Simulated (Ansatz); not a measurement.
Relaxation of CH7BO2 (11 atoms, charge 0, multiplicity 1), to a largest force component of 0.03 eV/Å in at most 50 steps.

Computed with RKS PBE0-D4/6-31G* in Ansatz 0.2.0.

```xyz
11
Properties=species:S:1:pos:R:3:forces:R:3
B 0.009 -0.311 -0.106 -0.01 0.08 -0.36
H -0.077 -0.627 1.049 -0.03 -0.25 0.26
C 1.404 -0.095 -0.793 0.01 0.03 0.01
H 1.903 -1.066 -0.919 -0.01 0.00 0.00
H 1.312 0.364 -1.782 0.00 0.00 0.00
H 2.082 0.514 -0.183 0.01 -0.01 0.00
O -1.110 -0.306 -0.876 -0.02 -0.04 0.07
H -1.903 -0.479 -0.353 0.04 0.02 -0.05
O -0.161 1.933 1.219 0.18 -0.58 0.42
H 0.748 2.254 1.133 -0.10 -0.01 -0.02
H -0.062 1.104 1.739 -0.08 0.76 -0.33
```

Question: Where does it end, and by what steps?

Answer: The forces met the threshold. After 34 steps the energy has fallen by 0.131 eV; H10 moved furthest, 1.45 Å.

```json
{"step": "0", "energy less start (eV)": "0.0000", "largest force component (eV/Å)": "0.758", "accepted": "yes"}
{"step": "2", "energy less start (eV)": "0.1545", "largest force component (eV/Å)": "2.029", "accepted": "no"}
{"step": "4", "energy less start (eV)": "-0.0451", "largest force component (eV/Å)": "0.197", "accepted": "yes"}
{"step": "6", "energy less start (eV)": "-0.0541", "largest force component (eV/Å)": "0.184", "accepted": "yes"}
{"step": "8", "energy less start (eV)": "-0.0659", "largest force component (eV/Å)": "0.063", "accepted": "yes"}
{"step": "10", "energy less start (eV)": "-0.0813", "largest force component (eV/Å)": "0.316", "accepted": "yes"}
{"step": "12", "energy less start (eV)": "-0.0818", "largest force component (eV/Å)": "0.736", "accepted": "no"}
{"step": "14", "energy less start (eV)": "-0.0925", "largest force component (eV/Å)": "0.345", "accepted": "yes"}
{"step": "16", "energy less start (eV)": "-0.1001", "largest force component (eV/Å)": "0.157", "accepted": "yes"}
{"step": "18", "energy less start (eV)": "-0.1067", "largest force component (eV/Å)": "0.081", "accepted": "yes"}
{"step": "20", "energy less start (eV)": "-0.1019", "largest force component (eV/Å)": "0.758", "accepted": "no"}
{"step": "22", "energy less start (eV)": "-0.1176", "largest force component (eV/Å)": "0.226", "accepted": "yes"}
{"step": "24", "energy less start (eV)": "-0.1233", "largest force component (eV/Å)": "0.175", "accepted": "yes"}
{"step": "26", "energy less start (eV)": "-0.1258", "largest force component (eV/Å)": "0.176", "accepted": "yes"}
{"step": "28", "energy less start (eV)": "-0.1279", "largest force component (eV/Å)": "0.164", "accepted": "yes"}
{"step": "30", "energy less start (eV)": "-0.1301", "largest force component (eV/Å)": "0.064", "accepted": "yes"}
{"step": "32", "energy less start (eV)": "-0.1304", "largest force component (eV/Å)": "0.067", "accepted": "yes"}
{"step": "34", "energy less start (eV)": "-0.1306", "largest force component (eV/Å)": "0.009", "accepted": "yes"}
```

```xyz
11
Properties=species:S:1:pos:R:3
B 0.014 -0.361 -0.009
H -0.209 -1.142 0.881
C 1.471 -0.116 -0.556
H 1.758 -0.976 -1.178
H 1.549 0.772 -1.195
H 2.221 -0.055 0.241
O -1.036 0.096 -0.779
H -1.875 -0.227 -0.432
O -0.044 1.530 1.344
H -0.551 1.882 0.598
H 0.848 1.878 1.210
```

Whether the end is a true minimum wasn't checked by a vibrational analysis.

Run time: 2.3 min on 1 thread of AMD EPYC 7R43 64-Core Processor (Zen 3) (shared host), peak memory 0.18 GiB.
